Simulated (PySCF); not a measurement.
## Electronic absorption of Si(OtBu)2Me2

Compound: Si(OtBu)2Me2, C10H24O2Si.
SMILES: `CC(C)(C)O[Si](C)(C)OC(C)(C)C`

Method used: PySCF, TDDFT PBE0/def2-SVPD, vertical, gas phase, core orbitals frozen in the response. One conformer (not necessarily the lowest) at the PBE0-D3(BJ)/def2-SVP geometry, without solvent, vibrations or thermal averaging.

**Question.** List the vertical singlet excitations with oscillator strengths and describe the spectrum.

**Answer.** 

```tsv
state	E (eV)	λ (nm)	ν̃ (cm⁻¹)	f	|μ| (D)	main configurations (H = HOMO, L = LUMO)
S1	6.88	180.2	55490	0.062	1.54	H→L (96%)
S2	7.32	169.3	59050	0.0063	0.48	H-1→L (84%), H→L+1 (13%)
S3	7.49	165.5	60420	0.031	1.05	H-2→L (93%)
S4	7.59	163.3	61240	0.0035	0.35	H→L+2 (90%)
S5	7.67	161.7	61840	0.0034	0.34	H→L+1 (81%), H-1→L (13%)
S6	7.79	159.1	62860	0.0021	0.27	H→L+3 (86%)
S7	7.84	158.1	63230	0.051	1.31	H-3→L (75%), H-2→L+1 (12%)
S8	8.00	154.9	64550	0.0030	0.32	H-1→L+1 (41%), H→L+4 (41%)
S9	8.05	154.1	64900	0.0037	0.35	H→L+5 (50%), H-1→L+2 (30%), H-1→L+1 (10%)
S10	8.11	152.8	65430	0.0029	0.31	H-1→L+2 (63%), H→L+5 (19%)
```

Triplets, Tamm–Dancoff:

```tsv
state	E (eV)	λ (nm)	main configurations (H = HOMO, L = LUMO)
T1	6.79	182.5	H→L (94%)
T2	7.26	170.8	H-1→L (78%), H→L+1 (15%)
T3	7.42	167.0	H-2→L (87%)
T4	7.51	165.1	H→L+2 (81%)
```

The lowest singlet lies at 6.88 eV (180 nm, vacuum ultraviolet) and is of moderate strength; its leading configuration is HOMO→LUMO (96%). The lowest level is also the most intense of those listed (f = 0.062). Löwdin shares by element: HOMO oxygen 40%, carbon 24% or more (atoms not listed hold the other 36%); LUMO carbon 19% or more, silicon 7% (atoms not listed hold the other 74%). Of the 10 states listed, 3 reach f = 0.01 and none stays under 0.0005. The oscillator strengths of these states sum to 0.170; summed over the whole spectrum of an exact calculation they would give the number of electrons, 114 (Thomas–Reiche–Kuhn). Weighted by f, the mean energy of these states is 7.41 eV. No computed singlet lies in the visible range (380 to 750 nm); the lowest, at 180 nm, stands 3.62 eV above its violet end (3.26 eV). The window holds the lowest 10 singlets.

Without π bonds the low states are Rydberg-like; a valence basis with one diffuse set may place them up to an eV too high.
